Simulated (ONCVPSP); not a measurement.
# Hg: one change to an ONCV potential, before and after

* Element: mercury (Hg)
* Generator: ONCVPSP 4.0.1
* Type: optimised norm-conserving Vanderbilt (ONCV)
* Functional: PBE
* Relativity: scalar-relativistic
* Frozen core: [Kr] 4d10 4f14
* Valence charge: 20
* Reference configuration: 5s2 5p6 5d10 6s2
* Partial waves: 5s+6s: rc 1.45 bohr, ncon 4, nbas 7, qcut 8.9 1/bohr, 2 projectors; 5p: rc 1.15 bohr, ncon 5, nbas 9, qcut 7.3 1/bohr, 2 projectors, debl 0.6 Ha; 5d: rc 2.10 bohr, ncon 4, nbas 8, qcut 6.9 1/bohr, 2 projectors, debl 2.8 Ha
* Local potential: polynomial inside 0.85 bohr (lpopt 5, dvloc0 0 Ha)
* Core correction: none

In the p channel the program set the typed energies aside and used -2.444, 0.250 Ha.

All-electron outer shells of the reference configuration (PBE, scalar-relativistic, ld1.x):

| shell | level (eV) | outermost node (bohr) | outermost maximum (bohr) |
| --- | --- | --- | --- |
| 5s | -118.18 | 0.47 | 0.82 |
| 4f | -95.89 | – | 0.37 |
| 5p | -66.52 | 0.51 | 0.93 |
| 5d | -9.86 | 0.55 | 1.17 |
| 6s | -6.82 | 1.08 | 2.21 |

Change: d: qcut 7.4.

Cutoffs: the cutoffs (Ha) at which the residual kinetic energy of the hardest occupied pseudo-wave falls to 1 and 0.1 mHa per electron; they do not see the model core or the augmentation charge, which bear on the density cutoff. Errors are all-electron minus pseudo energies relative to the spin-unpolarised reference configuration.

Task: What does the change do?

Result: The potential gets neither clearly harder nor softer (169 Ha and 199 Ha → 169 Ha and 199 Ha); the bound ghosts move from s to d, s; the errors of the 4 common tests hardly move.

| quantity | base | changed |
| --- | --- | --- |
| cutoff, loose | 169 Ha | 169 Ha |
| cutoff, tight | 199 Ha | 199 Ha |
| loose cutoff by channel | s 29 Ha, p 169 Ha, d 18 Ha | s 29 Ha, p 169 Ha, d 19 Ha |
| bound ghosts | s | s, d |
| GHOST(+) flags under 300 eV | d at 165.2 eV | none |
| error for 5s2 5p6 5d10 6s1, meV [ΔE 10.69 eV] | +156 | +145 |
| error for 5s2 5p6 5d10 6s0, meV [ΔE 29.66 eV] | +189 | +172 |
| error for 5s2 5p6 5d9 6s0, meV [ΔE 65.19 eV] | +186 | +165 |
| error for 5s2 5p6 5d10 6s1.5, meV [ΔE 4.36 eV] | +145 | +136 |
| s: phases at 1.47 bohr within 0.05 rad from the reference energy up to (Ha; the scan ends near 5) | to the end of the scan | to the end of the scan |
| p: phases at 1.17 bohr within 0.05 rad from the reference energy up to (Ha; the scan ends near 5) | to the end of the scan | to the end of the scan |
| d: phases at 2.14 bohr within 0.05 rad from the reference energy up to (Ha; the scan ends near 5) | to the end of the scan | to the end of the scan |

 A true bound ghost makes a file unfit for plane-wave use even where its test errors are small: the radial tests pick states by their node count and pass the ghost by.
